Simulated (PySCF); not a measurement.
# Frontier levels across methods

Compound: CH₇NO₂Si₂.
Z-matrix (Å and degrees, PBE0-D3(BJ)/def2-SVP geometry), rows numbered from 1:
```
O 
C   1  1.2010
O   2  1.3252  1  124.41
Si  3  1.7301  2  118.40  1     0.23
N   4  1.7199  3  107.57  2  -179.87
Si  5  1.7479  4  128.24  3   -85.42
H   2  1.1109  1  124.10  3   180.00
H   4  1.4840  3  107.35  2   -61.88
H   4  1.4825  3  107.80  2    62.33
H   5  1.0173  4  115.33  3    84.52
H   6  1.4946  5  110.59  4  -133.34
H   6  1.4913  5  106.73  4   -13.72
H   6  1.4957  5  112.60  4   106.17
```

Basis pcSseg-1 throughout (PySCF), one geometry. Isolated species at its PBE0-D3(BJ)/def2-SVP geometry (one conformer only).

Problem. How do the orbital energies, the gap and the dipole change with the method?

Solution. 
```csv
method,kind,HOMO (eV),LUMO (eV),gap (eV),μ (D),SCF cycles
BLYP,GGA,-6.32,-1.08,5.24,2.46,15
OPBE,GGA,-6.42,-1.07,5.35,2.46,16
PBE,GGA,-6.44,-1.20,5.24,2.47,15
B97-D,GGA,-6.47,-1.12,5.35,2.47,15
KT3,GGA,-6.57,-1.10,5.47,2.44,15
KT2,GGA,-6.57,-1.13,5.44,2.46,16
BP86,GGA,-6.57,-1.30,5.27,2.48,15
LDA,LDA,-6.60,-1.48,5.11,2.52,15
B97-2,global hybrid,-7.69,-0.13,7.56,2.50,14
B3LYP,global hybrid,-7.69,-0.33,7.36,2.50,13
PBE0,global hybrid,-7.95,-0.05,7.90,2.51,13
mPW1PW91,global hybrid,-7.99,-0.07,7.92,2.51,13
BHandHLYP,global hybrid,-9.27,1.10,10.38,2.54,13
CAM-B3LYP,range-separated hybrid,-9.32,1.18,10.51,2.50,13
wB97X-D,range-separated hybrid,-9.85,1.85,11.70,2.54,14
LC-wPBE,range-separated hybrid,-10.71,2.45,13.16,2.50,14
HF,Hartree–Fock,-11.37,3.43,14.81,2.62,11
```

The HOMO spans 5.05 eV, from BLYP down to HF, and the gap runs from 5.11 eV (LDA) to 14.81 eV (HF). Over the methods BLYP (0 %), OPBE (0 %), PBE (0 %), B97-D (0 %), KT3 (0 %), KT2 (0 %), BP86 (0 %), LDA (0 %), B97-2 (21 %), B3LYP (20 %), PBE0 (25 %), mPW1PW91 (25 %), BHandHLYP (50 %), HF (100 %), a straight line through the gap against the share of exact exchange rises by 0.96 eV for each 10 % (correlation coefficient 0.999). The dipole ranges from 2.44 D (KT3) to 2.62 D (HF). This basis has no diffuse functions.
